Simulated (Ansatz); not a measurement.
Compare A (`CCO[SiH2]N`) with its isomer B (`NCOC[SiH3]`).

Isolated molecules relaxed with PBE0-D4/def2-TZVP in Ansatz; ΔE leaves out vibrations. CCSD(T)/CBS adds triple-zeta CCSD(T) − MP2 to the extrapolated MP2 energy (def2 sets, frozen cores). DFT in def2-TZVPP. Each species was taken in one conformer, which may not be the lowest.

A:

```xyz
14

C    -0.859   -0.606   -2.116
C    -0.627   -0.496   -0.629
O     0.203    0.616   -0.363
Si    0.535    1.140    1.160
N     1.383    0.060    2.174
H     0.089   -0.730   -2.641
H    -1.345    0.295   -2.495
H    -1.496   -1.465   -2.341
H    -0.155   -1.412   -0.250
H    -1.587   -0.383   -0.104
H     1.353    2.351    0.931
H    -0.745    1.412    1.869
H     2.342   -0.198    2.020
H     0.909   -0.584    2.783
```

B:

Z-matrix (Å, degrees):
```
C
O 1 1.405
N 1 1.436 2 112.1
H 1 1.100 2 109.9 3 -120.2
H 1 1.096 2 104.1 3 123.7
C 2 1.413 1 113.4 3 64.7
H 3 1.010 1 112.9 2 86.4
H 3 1.008 1 112.9 2 -148.5
Si 6 1.883 2 108.7 1 -174.6
H 6 1.103 2 110.6 1 64.5
H 6 1.098 2 110.7 1 -53.8
H 9 1.489 6 108.5 2 -178.8
H 9 1.486 6 110.9 2 -59.3
H 9 1.486 6 110.5 2 61.8
```

**Question.** Which is lower in electronic energy at CCSD(T)/CBS, and by how much? (Best estimate.)

**Answer.** The calculation gave: A, by 65.5 kcal/mol.

**Question.** Give E(B) − E(A) in kcal/mol with CCSD/def2-TZVPP, PBE0-D4, PBE-D4, MP2/def2-TZVPP, CCSD(T)/def2-TZVPP, B2PLYP, HF/def2-TZVPP. (Best estimate.)

**Answer.** The calculation gave: CCSD/def2-TZVPP 64.9, PBE0-D4 61.6, PBE-D4 59.2, MP2/def2-TZVPP 67.0, CCSD(T)/def2-TZVPP 64.2, B2PLYP 65.1, HF/def2-TZVPP 67.4. None reverses the order clearly.

Largest T1 diagnostic: 0.011.

From PBE to PBE0 (25 % exact exchange), in def2-TZVPP and without D4, E(B) − E(A) moves by +2.3 kcal/mol.
